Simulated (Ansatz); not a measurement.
Relaxation of Cl₂F₃H₂STa (9 atoms, charge 0, multiplicity 1), to a largest force component of 0.03 eV/Å in at most 50 steps.

Theory: RKS B3LYP-D4/def2-SVP in Ansatz 0.2.0.

```xyz
9
Properties=species:S:1:pos:R:3:forces:R:3
Ta -0.476 -0.576 -0.283 0.47 -0.34 -0.15
F 2.512 0.323 -0.227 -0.31 0.15 0.10
F 0.009 -1.195 1.432 -0.01 0.01 0.00
Cl -0.341 0.105 -2.503 0.02 0.01 -0.02
F -0.311 1.186 0.320 0.02 0.00 0.01
Cl -2.642 -1.284 -0.254 0.03 0.01 0.02
S 1.007 -2.410 -1.060 -0.22 0.45 0.18
H 1.177 -2.980 0.159 0.01 0.02 -0.01
H 2.709 -0.504 -0.601 -0.01 -0.31 -0.13
```

**Question.** Where does it end, and by what steps?

**Answer.** The run converged. After 8 steps the energy has fallen by 0.226 eV; F2 moved furthest, 0.53 Å. Joined: Ta1–F2 (3.12 → 2.38 Å).

```
step  energy less start (eV)  largest force component (eV/Å)  accepted
   0                  0.0000                           0.472       yes
   1                 -0.0709                           0.463       yes
   2                 -0.1586                           0.631       yes
   3                 -0.1876                           0.727       yes
   4                 -0.2173                           0.339       yes
   5                 -0.2124                           0.403        no
   6                 -0.2246                           0.151       yes
   7                 -0.2254                           0.034       yes
   8                 -0.2256                           0.022       yes
```

```xyz
9
Properties=species:S:1:pos:R:3
Ta -0.281 -0.500 -0.284
F 2.002 0.179 -0.219
F 0.167 -1.152 1.431
Cl -0.191 0.139 -2.527
F -0.303 1.270 0.336
Cl -2.447 -1.207 -0.243
S 1.110 -2.414 -1.075
H 1.280 -2.993 0.139
H 2.308 -0.659 -0.575
```

Whether the end is a true minimum wasn't checked by a vibrational analysis.

Run time: 37 s on 4 threads of Arm Neoverse V1, with other jobs on the host, peak memory 0.41 GiB.
